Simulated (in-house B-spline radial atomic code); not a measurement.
Results of a calculation; reference values are marked as such.
# Softness against transferability: the 4d channel of Tc

Tc, [Kr] 4d5 5s2, non-relativistic LDA (VWN5), spherical and spin-unpolarised, from an all-electron radial atomic-structure program (B-spline basis) (atomic units). The all-electron 4d level is ε = -0.270263 hartree, its outermost node lies just inside 0.51 bohr and its outer maximum at 1.26 bohr.

Troullier-Martins pseudo-orbitals are made for several radii. The cutoffs (hartree) are the plane-wave energies beyond which the orbital holds less than the named kinetic energy per electron. The phase error is the difference, pseudo minus all-electron, of arctan(R P'/P) at R = 2.06 bohr for all radii, half a hartree below and above the level.

| r_c (bohr) | V_l(0) (hartree) | cutoff for 10 mEh | for 1 mEh | for 0.1 mEh | phase error at ε − 0.5 (mrad) | at ε + 0.5 (mrad) |
| --- | --- | --- | --- | --- | --- | --- |
| 0.94 | -41.53 | 72.5 | 90.9 | 109 | -1.0 | -1.2 |
| 1.09 | -17.21 | 28.6 | 52.4 | 72.5 | -0.6 | -0.7 |
| 1.26 | -10.90 | 19.5 | 28 | 37.3 | -0.4 | -0.4 |
| 1.42 | -9.75 | 18.5 | 24.8 | 30.4 | -0.3 | -0.3 |
| 1.58 | -9.32 | 18 | 23.7 | 28.6 | -0.1 | -0.1 |
| 1.76 | -8.87 | 17.3 | 22.3 | 26.8 | +0.3 | +0.3 |

Q: Which radius needs the lowest cutoff for 0.1 mEh while both phase errors stay within 0.5 mrad?

A: The radii within that limit are 1.26, 1.42, 1.58, 1.76 bohr; of these r_c = 1.76 needs the least, 26.8 hartree, that is 53.6 Ry or 729 eV.

Q: What does the larger radius buy, and what does it cost?

A: From r_c = 0.94 to 1.76 bohr the cutoff for 1 mEh goes from 90.9 to 22.3 hartree, a factor of 4.08, against 3.51 for a pure 1/r_c² scaling, end to end; step by step it is 90.9, 52.4, 28, 24.8, 23.7, 22.3, and for 0.1 mEh 109, 72.5, 37.3, 30.4, 28.6, 26.8; the number of plane waves goes as the cutoff to the power 3/2, here a factor of 8.2. The larger of the two phase errors is least at r_c = 1.58 bohr, 0.1 mrad; it is 1.2 at the smallest radius and 0.3 at the largest. These errors test the reference atom alone. The smallest radius lies well inside the outer maximum, where the nodeless form must bend sharply to keep the norm, so it is both harder and scatters less well than the next. Large radii also let the cores of neighbours overlap, which an atom doesn't show.
